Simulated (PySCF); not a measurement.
Compound: CH₁₁NSi₃ (charge +1 and doublet state).
Z-matrix (Å and degrees, GFN2-xTB geometry), rows numbered from 1:
```
N 
Si  1  1.6920
Si  2  2.5697  1  107.15
C   3  1.8802  2  103.55  1   158.15
Si  4  1.9409  3  118.57  2    57.75
H   1  1.0089  2  124.47  3   -89.95
H   1  1.0086  2  124.32  3    88.54
H   2  1.4523  1  110.99  3  -110.78
H   2  1.4533  1  110.57  3   110.76
H   3  1.4634  2  100.96  1    35.79
H   3  1.4611  2  102.37  1   -79.71
H   4  1.0916  3  109.54  2   -67.11
H   4  1.0913  3  107.16  2   178.82
H   5  1.4609  4  107.05  3    54.32
H   5  1.4704  4  105.02  3   -63.07
H   5  1.4560  4  108.10  3   176.70
```

The hyperfine couplings belong to this conformer and change with its torsions.

As a line formula: `[NH2+][SiH2][SiH2]C[SiH3]` [radical] (charge +1).

Theory: UKS B3LYP, pcH-1 on C H N Si, non-relativistic, mean-field spin-orbit, GIAO in PySCF. The structure is a single GFN2-xTB conformer in the gas phase; no vibrational or solvent corrections. The geometry wasn't refined by DFT: couplings that depend on bond lengths, twists or pyramidal angles can differ widely from those at the functional's own minimum, by a factor of two or more for some ions and for spin on atoms past the first row. The SCF solution wasn't tested for stability.

(1) Where do the isotropic ENDOR lines of N1, H8/H9, H12/H13, H10/H11, H6, H7 and H14/H15/H16 fall at 339.0 mT, to first order?

(2) Which pairs are centred on the nuclear Larmor frequency, and which on half the coupling?

(3) At what field would the lower line of H12/H13 fall to zero frequency?

## Answers

(1) ν± = |νn ± a/2|, one line for each electron-spin manifold; νn = |g_N| × 7.62259 MHz/T × B.

```json
{"nuclei": "N1", "isotope": "14N", "g_N": "0.4038", "νn (MHz)": "1.04", "a_iso (MHz)": "16.09", "lower line (MHz)": "7.00", "upper line (MHz)": "9.09"}
{"nuclei": "H8/H9", "isotope": "1H", "g_N": "5.5857", "νn (MHz)": "14.43", "a_iso (MHz)": "95.42", "lower line (MHz)": "33.27", "upper line (MHz)": "62.14"}
{"nuclei": "H12/H13", "isotope": "1H", "g_N": "5.5857", "νn (MHz)": "14.43", "a_iso (MHz)": "32.33", "lower line (MHz)": "1.73", "upper line (MHz)": "30.60"}
{"nuclei": "H10/H11", "isotope": "1H", "g_N": "5.5857", "νn (MHz)": "14.43", "a_iso (MHz)": "26.97", "lower line (MHz)": "0.95", "upper line (MHz)": "27.92"}
{"nuclei": "H6", "isotope": "1H", "g_N": "5.5857", "νn (MHz)": "14.43", "a_iso (MHz)": "-24.30", "lower line (MHz)": "2.28", "upper line (MHz)": "26.58"}
{"nuclei": "H7", "isotope": "1H", "g_N": "5.5857", "νn (MHz)": "14.43", "a_iso (MHz)": "-24.25", "lower line (MHz)": "2.31", "upper line (MHz)": "26.56"}
{"nuclei": "H14/H15/H16", "isotope": "1H", "g_N": "5.5857", "νn (MHz)": "14.43", "a_iso (MHz)": "0.78", "lower line (MHz)": "14.05", "upper line (MHz)": "14.82"}
```

(2) Centred on νn, since |a| < 2νn: H10/H11, H6, H7 and H14/H15/H16. Centred on |a|/2 and split by 2νn: N1, H8/H9 and H12/H13.

(3) Where νn = |a|/2, that is B = 16.17 MHz/(5.5857 × 7.62259 MHz/T) = 380 mT, as far as first order holds there.

Means are taken over nuclei equivalent by connectivity, which assumes that they swap fast. H6 and H7 aren't averaged: N1 is flat or nearly so (angle sum 360°), and its turn about the short N1–Si2 bond (1.69 Å) is taken as slow. The 1H value of +32.3 MHz is a mean of couplings from -3.2 to 67.9 MHz in this one geometry, not an average over conformers. The 1H value of +95.4 MHz is a mean of couplings from 88.9 to 101.9 MHz in this one geometry, not an average over conformers.
